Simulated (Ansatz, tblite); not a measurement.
Cost and result up the ladder for [9]cycloparaphenylene (C₅₄H₃₆) (90 atoms). The state is a singlet with charge 0. Geometry: PBE-D4/def2-SVP.

Ansatz on 4 threads of AMD EPYC 7R13 on a shared host and a share (37 GiB) of an NVIDIA H100 80GB HBM3; xTB runs through tblite on one thread. Times are rough, summed over both states, and most runs start from the orbitals of an earlier one. PBE0-D4/def2-SVP serves as the yardstick here, not as an exact answer. The other state is a doublet.

The xTB rows come from tblite. Single mean-field runs in def2-SVP are fitted with def2-universal-jkfit.

Raw xTB energies of ions are shifted by several eV.

```tsv
level	functions	wall time	vertical IE (eV)	difference from PBE0-D4/def2-SVP (eV)
GFN2-xTB	252	0.85 s	10.87	4.49
GFN1-xTB	288	1.1 s	11.90	5.52
PBE-D4/def2-SVP (with forces)	936	22 s	5.98	-0.39
PBE0-D4/def2-SVP	936	41 s	6.37	0.00
BHLYP-D4/def2-SVP	936	43 s	6.53	0.16
```
